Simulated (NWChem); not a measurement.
# Basis-set convergence for H$_{5}$AlOS

```xyz
8

Al     0.2422     0.7690     0.8411
H     -0.3980     0.3266     2.2339
H      1.8006     1.0401     0.6611
O     -0.7928     1.5296    -0.3286
H     -1.6567     1.8784    -0.1025
S      0.1721    -1.4723    -0.5321
H     -0.6011    -0.7143    -1.3470
H      1.2943    -1.2082    -1.2374
```
Charge 0, spin multiplicity 1.

Program: NWChem. Structure: optimised with PBE0/def2-SVP, a minimum by its harmonic frequencies. It is one conformer; others weren't searched.

Quantity: dipole moment at the level PBE0.

The Pople sets run with spherical d functions. The structure started from a generated list of species.

Costs are rough ratios of processor time within this set of runs, SCF included, with 6-31G* as 1.

```csv
basis,functions,dipole moment (D),relative cost
6-31G*,60,2.43,1
6-31+G*,72,[?],under 3
cc-pVDZ,75,[?],under 3
def2-SVP,75,[?],under 3
6-311G**,100,2.39,under 3
def2-SVPD,114,2.38,3
6-311++G**,117,2.37,under 3
aug-pcseg-1,122,2.44,4
cc-pVTZ,168,2.48,10
def2-TZVPP,185,2.48,8
```

Problem. What belongs in the gaps?

Solution. 
- 6-31+G*, dipole moment (D): 2.33
- cc-pVDZ, dipole moment (D): 2.51
- def2-SVP, dipole moment (D): 2.60
